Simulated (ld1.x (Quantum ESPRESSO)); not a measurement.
Configuration tests for chromium (Cr) (PAW)

```
Element                 : Cr (Z = 24)
Generator               : ld1.x (Quantum ESPRESSO) 7.5
Type                    : PAW
Functional              : revPBE
Relativity              : fully relativistic
Frozen core             : [Ne]
Valence charge          : 14
Reference configuration : 3s2 3p6 3d5.5 4s0.5 4p0
Partial waves           : 3s (bound): rcut 1.25, rcutus 1.40 bohr; 4s (bound): rcut 1.25, rcutus 1.40 bohr; 3p (bound): rcut 1.45, rcutus 1.55 bohr; 4p (bound, empty): rcut 1.45, rcutus 1.55 bohr; 3d (bound): rcut 1.45, rcutus 1.60 bohr; 3d channel at 3.9 Ry: rcut 1.45, rcutus 1.60 bohr
Local potential         : all-electron potential smoothed inside 1.10 bohr (lloc = -1)
Core correction         : Bessel-smoothed model core inside 1.30 bohr
Augmentation charge     : BESSEL, radius 1.45 bohr
```

Open shells are filled in proportion to 2j + 1 (rel_dist='average').

Energies are relative to the spin-unpolarised reference configuration 3s2 3p6 3d5.5 4s0.5 4p0; without spin polarisation the order of configurations can differ from experiment. The frozen-core shift is the all-electron ΔE with the core orbitals held at their reference shape minus the fully relaxed ΔE.

```
valence configuration  charge  ΔE all-electron (eV)  error AE − PS (meV)  frozen-core shift (meV)
  3s2 3p6 3d5 4s0 4p0      +1                 6.068                 +1.5                      0.0
  3s2 3p6 3d4 4s0 4p0      +2                22.006                  +15                     +0.1
  3s2 3p5 3d5 4s1 4p0      +1                50.779                  +41                     +4.1
  3s2 3p6 3d4 4s1 4p0      +1                 7.193                  +26                     +0.3
  3s2 3p6 3d6 4s0 4p0       0                 0.994                 +1.4                      0.0
  3s2 3p6 3d5 4s0 4p1       0                 2.364                 +0.9                      0.0
```

Q: What are ΔE and the potential's error for 3s2 3p6 3d5 4s1 4p0?

A: ΔE = -0.719 eV all-electron; the error (AE − PS) is +2.4 meV.

Levels in the configuration 3s2 3p6 3d4 4s0 4p0:

| level | all-electron (eV) | pseudo (eV) |
| --- | --- | --- |
| 3s j=1/2 | -95.131 | -95.102 |
| 3p j=1/2 | -67.090 | -67.040 |
| 3p j=3/2 | -66.061 | -66.012 |
| 3d j=3/2 | -22.803 | -22.766 |
| 3d j=5/2 | -22.708 | -22.675 |

The ghost test of this file was not conclusive.
